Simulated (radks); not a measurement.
Values are calculated unless marked as measured or tabulated.
Removal energies from the sulfur ion S4+, [Ne] 3s2, by Delta-SCF beside the eigenvalue of the level emptied. Code: a radial shooting solver on a logarithmic mesh with Libxc functionals. Model: scalar-relativistic Kohn-Sham, PBEsol, spin-polarised, spherical densities, finite nucleus; Fermi nuclear charge, rms radius of each element as measured or else 0.836 A^(1/3) + 0.57 fm. Open shells are filled with parallel spins first.

| removed from | final configuration | Delta-SCF (eV) | -eigenvalue (eV) |
|---|---|---|---|
| 3s | [Ne] 3s1 | 72.310 | 65.853 |
| 2p | [He] 2s2 2p5 3s2 | 237.46 | 215.96 |
| 2s | [He] 2s1 2p6 3s2 | 290.39 | 270.62 |
| 1s | 1s1 2s2 2p6 3s2 | 2541.8 | 2463.8 |
